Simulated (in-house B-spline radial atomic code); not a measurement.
# Ionising Ag⁸⁺ with different functionals

Computed with a B-spline radial code for spherical atoms: scalar-relativistic (spin-free X2C) Hamiltonian, Fermi nucleus of rms radius 4.5454 fm, spin-polarised at highest spin, spherical fractional occupations for the functionals, and exact exchange of hybrids averaged over the configuration. The ionisation energy is the difference of two self-consistent energies, [Kr] 4d3 → [Kr] 4d2, without Breit or QED terms; ε is the level of the shell that loses the electron (its least bound occupied spin orbital). There is no spin-orbit coupling in this Hamiltonian.

```csv
method,rung,ΔSCF (eV),-ε(4d) (eV)
PBE0,global hybrid,146.68,139.23
B3LYP,global hybrid,146.61,138.58
TPSSh,global hybrid,146.60,137.52
BHandHLYP,global hybrid,146.47,141.74
r2SCAN0,global hybrid,?,?
B97-1,global hybrid,146.49,138.56
HSE06,range-separated hybrid,146.63,138.77
wB97X,range-separated hybrid,?,?
CAM-B3LYP,range-separated hybrid,146.56,140.56
LC-wPBE,range-separated hybrid,146.68,141.91
```

Task: What does wB97X give?

Result: ΔSCF 146.35 eV, and -ε(4d) = 141.47 eV.

Task: What does r2SCAN0 give?

Result: ΔSCF 146.81 eV, and -ε(4d) = 139.47 eV.

Task: Among the functionals, which spreads more, the ΔSCF values or the orbital energies?

Result: The orbital energies: ΔSCF values span about 0.46 eV and the orbital energies 4.39 eV; here energy differences depend much less on the functional than eigenvalues do.

Task: How do they compare with the NIST value?

Result: NIST lists 145 eV ± 2.2 (tabulated theory, ground level to ground level). Errors run from +1.25 to +1.71 eV; all lie within about twice that uncertainty, so the table can't rank the methods.
